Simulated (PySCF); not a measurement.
# One molecule, a ladder of functionals, a line

Molecule: SMILES S[SiH2]O[SiH2]S, H6OS2Si2.

Structure with atom numbers: `[SH:1][SiH2:2][O:3][SiH2:4][SH:5]`. Hydrogens are named by the atom that carries them.

GIAO shieldings (ppm, equivalent atoms averaged) in PySCF 2.14.0 with density-fitted response routines on the PBE0-D3(BJ)/def2-SVP geometry, basis pcSseg-2, gas phase, non-relativistic:

| functional | exact exchange (%) | σ(Si2/Si4) | σ(O3) |
| --- | --- | --- | --- |
| BLYP | 0 | 337.2 | 223.7 |
| BP86 | 0 | 344.6 | 228.7 |
| PBE | 0 | 345.5 | 228.0 |
| B3LYP | 20 | 350.5 | 236.7 |
| PBE0 | 25 | 362.4 | 243.7 |
| BHandHLYP | 50 | 371.6 | 252.1 |
| HF | 100 | 411.8 | 273.9 |

(1) Fit each shielding as a line in the percentage of exact exchange.

(2) What does the line predict for mPW1PW91 (25 %), and what does the run give?

## Answers

(1) σ(Si2/Si4) = 341.5 + 0.68 x (rms 3.8 ppm); σ(O3) = 227.8 + 0.47 x (rms 2.3 ppm). The functionals also differ in their semilocal parts, which the line can't hold; Hartree–Fock has no correlation at all.

(2) σ(Si2/Si4): 358.5 predicted, 361.6 computed; σ(O3): 239.6 predicted, 244.1 computed ppm.
